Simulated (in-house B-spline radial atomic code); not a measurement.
## Excitations of the silicon ion Si²⁺ by several methods

Full response, energies in eV; labels give the largest channel, * marks a mixed state, a dash one above the method's threshold, and an imaginary frequency an unstable closed-shell reference. Computed with a B-spline radial code for spherical atoms: linear response of the closed shell [Ne] 3s2 with each method's own kernel (bare exchange for TDHF, static screening on G0W0 levels for BSE, the adiabatic kernel for functionals); non-relativistic, point nucleus, no spin-orbit coupling, no double excitations, S, P, D and F terms only.

```csv
method,3s → 3p 3P,3s → 3p 1P,3s → 3d 3D,α (bohr³)
TDHF,4.623,9.946,16.555,12.59
BSE on G0W0@HF,5.972,10.456,17.543,11.19
LDA VWN5,6.515,10.365,16.838,11.31
PBE,5.995,10.225,16.152,11.69
PBE0,5.809,10.135,16.394,11.94
B3LYP (VWN-RPA),6.126,10.297,16.538,11.55
CAM-B3LYP,6.090,10.283,16.773,11.58
LC-wPBE,5.535,10.010,16.667,12.15
wB97X,6.414,10.241,17.367,11.7
HSE06,5.899,10.195,16.434,11.8
BHandHLYP,5.868,10.203,16.735,11.84
BLYP,?,?,?,?
PBEsol,6.005,10.226,16.251,11.66
BP86,?,?,?,?
LDA exchange-only,5.632,10.349,15.949,11.42
B97-1,6.130,10.126,16.825,11.95
RPBE,5.758,10.097,15.927,11.99
OLYP,5.370,9.949,15.761,12.32
```

(1) What does BP86 give?

(2) What does BLYP give?

Answers

(1) 3s → 3p 3P: 6.038; 3s → 3p 1P: 10.275; 3s → 3d 3D: 16.218; α: 11.57 (eV, bohr³).

(2) 3s → 3p 3P: 6.190; 3s → 3p 1P: 10.372; 3s → 3d 3D: 16.246; α: 11.35 (eV, bohr³).
